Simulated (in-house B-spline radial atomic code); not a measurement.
## HSE06 excitations of the arsenic ion As³⁺

Method: HSE06. Computed with a B-spline radial code for spherical atoms: linear response of the closed shell [Ar] 3d10 4s2 with the functional's adiabatic kernel; non-relativistic, point nucleus, no spin-orbit coupling, no double excitations, S, P, D and F terms only; shells from n = 2 respond. Only terms of natural parity with L up to 3 were computed.

Without relativity these are model numbers for so heavy an element.

Command:
```bash
python run_td.py task.json out
```
Settings (radii: box in bohr, nucleus in fm):
```
Z                        33
electrons                30
configuration            [Ar] 3d10 4s2
hamiltonian              nr
method                   hse06
box_radius               23.08
intervals                55
```

Run time, properties included: 2.2 s on 1 thread of Arm Neoverse N1 (shared host).

The lowest states, in the order of their Tamm-Dancoff energies; the method's threshold (minus the highest occupied level) is 44.63 eV. Labels give the largest channel, * marks a mixed state, and oscillator strengths are full-response dipole values. Semilocal kernels can invert the small singlet-triplet splittings of Rydberg terms. Energies in eV:

```csv
state,full response,Tamm-Dancoff,oscillator strength
4s → 4p 3P,8.971,9.165,-
4s → 4p 1P,13.378,13.916,1.61
4s → 4d 3D,?,?,-
4s → 4d 1D,25.725,25.742,-
4s → 5s 3S,26.508,26.514,-
4s → 5s 1S,27.315,27.342,-
4s → 5p 3P,30.02,30.03,-
4s → 5p 1P,30.43,30.48,0.0253
4s → 4f 3F,34.32,34.33,-
4s → 4f 1F,34.46,34.46,-
4s → 5d 3D,35.11,35.12,-
4s → 5d 1D,35.37,35.37,-
4s → 6s 3S,?,?,-
4s → 6s 1S,35.73,35.74,-
4s → 6p 3P,36.90,36.90,-
4s → 6p 1P,37.01,37.02,0.0153
```

Question: Where does 4s → 4d 3D lie?

Answer: At 24.643 eV in full response, 24.675 eV in Tamm-Dancoff.

Question: Where does 4s → 6s 3S lie?

Answer: At 35.53 eV in full response, 35.53 eV in Tamm-Dancoff.

Question: How large is the singlet-triplet splitting of 4s → 4p (P terms) in Tamm-Dancoff?

Answer: 4.75 eV, from the unrounded values.

Question: What polarisabilities and dispersion coefficient does the method give?

Answer: Dipole 7.362 bohr³, quadrupole 15.86 bohr⁵, C6 23.46 hartree·bohr⁶ for two such species.
